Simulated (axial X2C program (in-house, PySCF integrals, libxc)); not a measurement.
Nuclear properties of TeF⁻

Computed with an in-house all-electron X2C program for linear molecules (integrals from PySCF): two-component X2C with atomic mean-field Coulomb and Gaunt terms, Gaussian nuclei, basis Te dyall-acv3z, F dyall-av3z with contracted cores.

R = 2.010 Å (near the PBE0 minimum at charge -1 of the determinant lowest at the starting distance; the state shown can have its own minimum elsewhere).

Determinant lowest in the PBE0 search, Ω = 0 (closed shell), highest spinor 89% Te p, 7% F p:

```json
{"level": "PBE0", "qzz Te (a.u.)": "15.89", "qzz F (a.u.)": "2.12"}
{"level": "HF", "qzz Te (a.u.)": "17.42", "qzz F (a.u.)": "1.91"}
{"level": "PBE50", "qzz Te (a.u.)": "16.62", "qzz F (a.u.)": "2.07"}
{"level": "r2SCAN", "qzz Te (a.u.)": "15.76", "qzz F (a.u.)": "2.20"}
{"level": "LDA", "qzz Te (a.u.)": "15.49", "qzz F (a.u.)": "2.14"}
```

Determinant 1.18 eV from it at PBE0 and this distance, Ω = 2 (⟨Sz⟩ = 0.99, ⟨Lz⟩ = 1.01 at PBE0), spin on the atoms Te 0.96, F 0.03:

```json
{"level": "PBE0", "Eeff magnitude (GV/cm)": "10.1", "Ws magnitude Te (kHz)": "3.2", "A∥/gI Te (MHz)": "647", "qzz Te (a.u.)": "4.78", "A∥/gI F (MHz)": "118", "qzz F (a.u.)": "1.10"}
{"level": "HF", "Eeff magnitude (GV/cm)": "13.7", "Ws magnitude Te (kHz)": "4.32", "A∥/gI Te (MHz)": "628", "qzz Te (a.u.)": "5.66", "A∥/gI F (MHz)": "122", "qzz F (a.u.)": "1.01"}
{"level": "PBE50", "Eeff magnitude (GV/cm)": "11.5", "Ws magnitude Te (kHz)": "3.64", "A∥/gI Te (MHz)": "669", "qzz Te (a.u.)": "4.81", "A∥/gI F (MHz)": "122", "qzz F (a.u.)": "1.07"}
{"level": "r2SCAN", "Eeff magnitude (GV/cm)": "10.5", "Ws magnitude Te (kHz)": "3.32", "A∥/gI Te (MHz)": "686", "qzz Te (a.u.)": "4.79", "A∥/gI F (MHz)": "124", "qzz F (a.u.)": "1.07"}
{"level": "LDA", "Eeff magnitude (GV/cm)": "8.38", "Ws magnitude Te (kHz)": "2.68", "A∥/gI Te (MHz)": "686", "qzz Te (a.u.)": "4.71", "A∥/gI F (MHz)": "117", "qzz F (a.u.)": "1.07"}
```

Eeff is the effective electric field on the electron electric dipole moment in this Ω state and Ws the scalar–pseudoscalar constant of the nucleus named (defined with the proton number Z and per Ω); A∥ (defined per Ω) follows by multiplying with gI = μI/(I μN); qzz is the electric field gradient, eQq0 = 234.96 MHz × Q/barn × qzz. The operators were transformed with the bare-nucleus X2C matrices; with these basis sets, hyperfine constants and field gradients can be off by tens of per cent, and where levels differ in sign neither size nor sign is settled.

Each state is one determinant with collinear spin, which with several unpaired electrons need not be a pure state. Unrestricted Hartree–Fock can overshoot spin polarisation at the nuclei. For an anion, determinants above electron detachment, or with a positive highest level, are held by the basis set. With several open shells hyperfine constants can be off by a factor of several. Open-shell Ω = 0 determinants with evenly filled partner blocks cannot be reached by this program, so the Ω shown need not be the lowest component. The search compared states at one distance, so a state with another bond length can lie lower. Further determinants of the search, some of them spin-mixed, are not shown. PBE0 term energies can be off by some tenths of an eV.
